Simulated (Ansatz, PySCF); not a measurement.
Dimer: SiH4 (SMILES [SiH4]) (first 5 atoms) with C2H6 (SMILES CC); geometry from B3LYP-D3(BJ)/def2-TZVP.
(charge 0, multiplicity 1):
| atom | x (Å) | y (Å) | z (Å) |
|---|---|---|---|
| Si | -0.0194 | 0.3052 | 0.2851 |
| H | -1.4907 | 0.4006 | 0.4108 |
| H | 0.4357 | -1.0132 | 0.7795 |
| H | 0.6167 | 1.3767 | 1.0833 |
| H | 0.3647 | 0.4569 | -1.1369 |
| C | -0.7283 | -0.1105 | 3.9554 |
| C | 0.7518 | -0.2703 | 4.2891 |
| H | -1.0696 | -0.8941 | 3.2761 |
| H | -0.9267 | 0.8511 | 3.4780 |
| H | -1.3464 | -0.1637 | 4.8537 |
| H | 0.9487 | -1.2312 | 4.7683 |
| H | 1.0919 | 0.5135 | 4.9687 |
| H | 1.3696 | -0.2177 | 3.3908 |

Basis-set superposition error: the interaction energy with monomers in their own basis, and in the dimer's basis (counterpoise).

Run with Ansatz (a quantum-chemistry and plane-wave program) with Gaussian orbitals; PySCF for 6-31G* rows. 

```csv
level,uncorrected (kcal/mol),counterpoise (kcal/mol),difference
HF/6-31G*,0.76,0.99,0.23
PBE/def2-TZVPPD,-0.17,-0.13,0.04
BLYP/def2-TZVPPD,1.21,1.26,0.05
revPBE/def2-TZVPPD,1.12,1.15,0.04
B97M-V/def2-TZVPPD,-1.14,-1.08,0.07
BHLYP/def2-TZVPPD,0.24,0.28,0.04
B2PLYP/def2-TZVPPD,-0.09,0.03,0.12
MP2/6-31G*,-0.42,0.23,0.65
MP2/aug-cc-pV(D+d)Z,-1.75,-0.84,0.91
SCS-MP2/aug-cc-pV(D+d)Z,-1.38,-0.43,0.95
```

The error is largest for SCS-MP2/aug-cc-pV(D+d)Z (0.95 kcal/mol) and smallest for revPBE/def2-TZVPPD (0.04 kcal/mol).
